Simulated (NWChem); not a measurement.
System: C2H3F2, doublet; SMILES F[C](F)C

Here is an NWChem input.

```
start job
memory heap 200 mb stack 900 mb global 1100 mb
geometry units angstroms noautosym nocenter noautoz
  C      0.039625     1.391801     0.000000
  C     -0.292284    -0.052668     0.000000
  F      0.071800    -0.721596    -1.087169
  F      0.071800    -0.721596     1.087169
  H      1.136122     1.538731     0.000000
  H     -0.376416     1.874213    -0.894206
  H     -0.376416     1.874213     0.894206
end
basis spherical
  * library def2-svp
end
dft
  odft
  mult 2
  xc b3lyp
  iterations 150
end
cosmo
  dielec 7.6
end
task dft energy
```

In the optimisation the excess spin sits in a' (Cs, its own frame). All runs use the structure optimised with PBE0/def2-SVP, spin-unrestricted. No stability test was run on the SCF state. B3LYP is NWChem's, with the RPA form of VWN correlation.

Level: B3LYP/def2-SVP with COSMO at NWChem's default radii, gas-phase geometry; the question gives the dielectric constant. Reactions with the solvent are ignored.

What results follow from this input? (B3LYP/def2-SVP, spin-unrestricted, COSMO on the gas-phase geometry.) Quantities: electrostatic solvation energy (kcal/mol); dipole in solution (D).


```
Property                                   Value
-----------------------------------------  -----
electrostatic solvation energy (kcal/mol)   -1.7
dipole in solution (D)                      2.09
```
